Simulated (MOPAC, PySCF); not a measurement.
sesquifulvalene `C1=CC=CC(=C2C=CC=C2)C=C1`, neutral singlet in the gas phase. 

Cartesian coordinates (Å):
```xyz
22

C      3.2841    -0.2757     0.3625
C      3.1653     0.9606    -0.2262
C      1.9550     1.6263    -0.6271
C      0.6439     1.2202    -0.5307
C      0.0513     0.0046    -0.0007
C     -1.3486    -0.1434    -0.0290
C     -2.3209     0.8184    -0.5467
C     -3.5816     0.2833    -0.3841
C     -3.4556    -1.0280     0.2407
C     -2.1184    -1.2880     0.4566
C      0.8633    -1.0630     0.5568
C      2.2252    -1.1843     0.7115
H      4.3045    -0.6193     0.5988
H      4.0994     1.5137    -0.4171
H      2.1061     2.6191    -1.0823
H     -0.0880     1.9414    -0.9229
H     -2.0972     1.7961    -0.9897
H     -4.5280     0.7598    -0.6738
H     -4.2923    -1.6928     0.4947
H     -1.7133    -2.1989     0.9131
H      0.2836    -1.9247     0.9184
H      2.5621    -2.1253     1.1771
```
Charge 0, multiplicity 1.

All levels are single points at this geometry (PBE-D3(BJ)/def2-SVP); Pople sets use spherical d functions. Orbital energies aren't observables, and empty levels follow the basis.

PM6 in MOPAC gives gap (eV) = 6.78.

**Question.** Estimate the gap (eV) from each of these levels: ωB97X-D3(BJ)/def2-SVP in PySCF; B3LYP/3-21G in PySCF; BP86/6-31G* in PySCF; M06-2X/6-31G* in PySCF; AM1 in MOPAC.

**Answer.** 
```tsv
level	gap (eV)
ωB97X-D3(BJ)/def2-SVP in PySCF	6.97
B3LYP/3-21G in PySCF	2.98
BP86/6-31G* in PySCF	1.48
M06-2X/6-31G* in PySCF	4.93
AM1 in MOPAC	6.66
```
